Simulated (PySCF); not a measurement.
BrZn, doublet, at a GFN2-xTB geometry (such geometries of metal compounds can be far from the true shape) (the spin is typed, not shown lowest).

Here is a job for PySCF.
```python
from pyscf import gto, scf, dft

mol = gto.M(
    atom='''
Zn   -0.00000000   -0.00000000   -1.31529867
Br    0.00000000    0.00000000    1.12739886
''',
    basis='def2-svp',
    spin=1,
    verbose=4,
)

mf = dft.UKS(mol)
mf.xc = 'camb3lyp'
mf.kernel()
mf.analyze()
```

### Question
What does this run give for the <S^2>, dipole moment, HOMO energy, total energy, number of basis functions?

### Answer

The <S^2> is 0.754 and the dipole moment comes out as 3.74 D. The HOMO energy is -7.55 eV and the total energy is -4353.228397 Ha. The number of basis functions is 63.

These values belong to the state on which the SCF converged, which isn't shown to be the lowest.
